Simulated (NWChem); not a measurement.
System: C₂BrClF₂; SMILES F/C(Cl)=C(\F)Br

Here is an NWChem input.

```
start job
memory heap 200 mb stack 900 mb global 1100 mb
geometry units angstroms noautosym nocenter noautoz
  F      1.079975    -2.272819     0.000000
  C      0.258994    -1.241675     0.000000
  Cl    -1.393317    -1.645518     0.000000
  C      0.747779     0.006364     0.000000
  F      2.052524     0.199687     0.000000
  Br    -0.281046     1.552874     0.000000
end
basis spherical
  * library def2-svp
end
dft
  xc xpbe96 cpbe96
  iterations 150
end
cosmo
  dielec 11.7
end
task dft energy
```

NWChem printed, in part:

```
             Northwest Computational Chemistry Package (NWChem) 7.3.0
             --------------------------------------------------------

                             Geometry "geometry" -> ""
                             -------------------------

 Output coordinates in angstroms (scale by  1.889725989 to convert to a.u.)

  No.       Tag          Charge          X              Y              Z
 ---- ---------------- ---------- -------------- -------------- --------------
    1 F                    9.0000     1.07997500    -2.27281900     0.00000000
    2 C                    6.0000     0.25899400    -1.24167500     0.00000000
    3 Cl                  17.0000    -1.39331700    -1.64551800     0.00000000
    4 C                    6.0000     0.74777900     0.00636400     0.00000000
    5 F                    9.0000     2.05252400     0.19968700     0.00000000
    6 Br                  35.0000    -0.28104600     1.55287400     0.00000000

 Effective nuclear repulsion energy (a.u.)     497.3501417219

  pbe96 is a nonlocal functional; adding pw91lda local functional.

                                 NWChem DFT Module
                                 -----------------

 Summary of "ao basis" -> "ao basis" (spherical)
 ------------------------------------------------------------------------------
       Tag                 Description            Shells   Functions and Types
 ---------------- ------------------------------  ------  ---------------------
 F                          def2-svp                 6       14   3s2p1d
 C                          def2-svp                 6       14   3s2p1d
 Cl                         def2-svp                 8       18   4s3p1d
 Br                         def2-svp                12       32   5s4p3d

 in cosmo_initialize ...

 solvent parameters
 solvname_short: unkn
 solvname_long:  unknown
 dielec:       11.7000

          ---------------
          -cosmo- solvent
          ---------------
 Cosmo: York-Karplus, doi: 10.1021/jp992097l
 dielectric constant -eps-     =  11.70
 screen = (eps-1)/(eps    )    =   0.91453
 surface charge correction     = lagrangian

   van der Waals surface
 --------------------------

 ---------- ATOMIC COORDINATES (A.U.) ------------ VDWR(ANG.) --
     1    2.04085682   -4.29500513    0.00000000     1.720
     2    0.48942769   -2.34642552    0.00000000     2.000
     3   -2.63298735   -3.10957813    0.00000000     2.050
     4    1.41309741    0.01202622    0.00000000     2.000
     5    3.87870794    0.37735371    0.00000000     1.720
     6   -0.53109993    2.93450635    0.00000000     2.160
 number of segments per atom =         32
 number of   points per atom =         32
 atom (   nspa,  nppa )
 ----------------------
    1 (     20,     0 )       0
    2 (     12,     0 )       0
    3 (     24,     0 )       0
    4 (     10,     0 )       0
    5 (     22,     0 )       0
    6 (     24,     0 )       0
 number of -cosmo- surface points =      112
 molecular surface =    141.580 angstrom**2
 molecular volume  =    118.026 angstrom**3
 G(cav/disp)       =      1.568 kcal/mol
 -lineq- algorithm             =   0
 -bem- low  level              =   2
 -bem- from -octahedral-
 gaussian surface charge width =   4.50000
 degree of switching           =   1.00000
 switching function tolerance  =   0.00010
 atomic radii =
 --------------
    1  9.000  1.720
    2  6.000  2.000
    3 17.000  2.050
    4  6.000  2.000
    5  9.000  1.720
    6 35.000  2.160
 ...... end of -cosmo- initialization ......

            General Information
            -------------------
          SCF calculation type: DFT
          Wavefunction type:  closed shell.
          No. of atoms     :     6
          No. of electrons :    82
           Alpha electrons :    41
            Beta electrons :    41
          Charge           :     0
          Spin multiplicity:     1
          Use of symmetry is: off; symmetry adaption is: off
          Maximum number of iterations: 150
          AO basis - number of functions:   106
                     number of shells:    44
          Convergence on energy requested:  1.00D-06
          Convergence on density requested:  1.00D-05
          Convergence on gradient requested:  5.00D-04

              XC Information
              --------------
          PerdewBurkeErnzerhof Exchange Functional  1.000
            Perdew 1991 LDA Correlation Functional  1.000 local
           PerdewBurkeErnz. Correlation Functional  1.000 non-local

[...]

                                   COSMO solvation results
                                   -----------------------

                 gas phase energy =     -3308.685204335811
                 sol phase energy =     -3308.686526234992
 (electrostatic) solvation energy =         0.001321899181 (    0.83 kcal/mol)

                       DFT Final Molecular Orbital Analysis
                       ------------------------------------

 Vector   39  Occ=2.000000D+00  E=-2.955107D-01
              MO Center= -1.9D-01,  8.1D-01,  9.0D-09, r^2= 3.3D+00
   Bfn.  Coefficient  Atom+Function         Bfn.  Coefficient  Atom+Function
  ----- ------------  ---------------      ----- ------------  ---------------
    91      0.483665  6 Br pz                88      0.458475  6 Br pz
    85     -0.302153  6 Br pz                41     -0.258556  3 Cl pz
    66      0.208624  5 F  pz                38     -0.201294  3 Cl pz
    52      0.159729  4 C  pz                69     -0.153344  5 F  pz
    35     -0.115483  3 Cl pz                55      0.097848  4 C  pz

 Vector   40  Occ=2.000000D+00  E=-2.743545D-01
              MO Center= -3.7D-01,  9.0D-01,  5.7D-10, r^2= 3.3D+00
   Bfn.  Coefficient  Atom+Function         Bfn.  Coefficient  Atom+Function
  ----- ------------  ---------------      ----- ------------  ---------------
    89      0.456879  6 Br px                86      0.428315  6 Br px
    83     -0.280217  6 Br px                40      0.266472  3 Cl py
    90      0.264912  6 Br py                87      0.262316  6 Br py
    37      0.215228  3 Cl py                84     -0.171679  6 Br py
    34      0.122249  3 Cl py                65      0.102937  5 F  py

 Vector   41  Occ=2.000000D+00  E=-2.120113D-01
              MO Center=  2.1D-01, -3.9D-01,  3.3D-09, r^2= 3.4D+00
   Bfn.  Coefficient  Atom+Function         Bfn.  Coefficient  Atom+Function
  ----- ------------  ---------------      ----- ------------  ---------------
    20      0.365698  2 C  pz                52      0.360987  4 C  pz
    91     -0.316454  6 Br pz                41     -0.298949  3 Cl pz
    88     -0.253825  6 Br pz                 6      0.223054  1 F  pz
    66      0.221761  5 F  pz                55      0.214098  4 C  pz
    23      0.207971  2 C  pz                38     -0.199839  3 Cl pz

 Vector   42  Occ=0.000000D+00  E=-3.886866D-02
              MO Center=  3.6D-02,  7.1D-01, -2.8D-09, r^2= 3.1D+00
   Bfn.  Coefficient  Atom+Function         Bfn.  Coefficient  Atom+Function
  ----- ------------  ---------------      ----- ------------  ---------------
    90      0.762603  6 Br py                49      0.728244  4 C  s
    79     -0.535254  6 Br s                 89     -0.447462  6 Br px
    53     -0.431561  4 C  px                54      0.388805  4 C  py
    51      0.372448  4 C  py                87      0.292397  6 Br py
    48      0.286170  4 C  s                 50     -0.267033  4 C  px

 Vector   43  Occ=0.000000D+00  E=-3.451642D-02
              MO Center=  3.8D-01, -5.6D-01,  2.2D-09, r^2= 2.5D+00
   Bfn.  Coefficient  Atom+Function         Bfn.  Coefficient  Atom+Function
  ----- ------------  ---------------      ----- ------------  ---------------
    23      0.542158  2 C  pz                55     -0.541509  4 C  pz
    20      0.511896  2 C  pz                52     -0.493641  4 C  pz
    41     -0.240476  3 Cl pz                91      0.214340  6 Br pz
     6      0.193329  1 F  pz                66     -0.189660  5 F  pz
     9     -0.181314  1 F  pz                69      0.178402  5 F  pz

 Vector   44  Occ=0.000000D+00  E= 6.387923D-03
              MO Center= -3.4D-01, -8.9D-01, -3.8D-10, r^2= 3.3D+00
   Bfn.  Coefficient  Atom+Function         Bfn.  Coefficient  Atom+Function
  ----- ------------  ---------------      ----- ------------  ---------------
    17      0.864281  2 C  s                 49     -0.851627  4 C  s
    39     -0.737767  3 Cl px                32     -0.551509  3 Cl s
    21     -0.513493  2 C  px                16      0.423202  2 C  s
    18     -0.402608  2 C  px                48     -0.331235  4 C  s
    36     -0.268884  3 Cl px                89      0.261887  6 Br px

     Multipole analysis of the density
     ---------------------------------

     L   x y z        total         alpha         beta         nuclear
     -   - - -        -----         -----         ----         -------
     0   0 0 0     -0.000000    -41.000000    -41.000000     82.000000

     1   1 0 0     -0.327541     -0.834746     -0.834746      1.341951
     1   0 1 0      0.122988     -0.228324     -0.228324      0.579636
     1   0 0 1     -0.000000     -0.000000     -0.000000      0.000000

     2   2 0 0    -37.817530   -175.924005   -175.924005    314.030480
     2   1 1 0     -0.059605     -6.096809     -6.096809     12.134014
     2   1 0 1      0.000000      0.000000      0.000000      0.000000
     2   0 2 0    -37.183695   -351.650791   -351.650791    666.117887
     2   0 1 1     -0.000000     -0.000000     -0.000000      0.000000
     2   0 0 2    -37.642844    -18.821422    -18.821422      0.000000
```

Level: PBE/def2-SVP, COSMO on the gas-phase geometry. The geometry was optimised at PBE0/def2-SVP. COSMO prints the solvation energy as gas minus solution, so a positive value is a stabilisation.
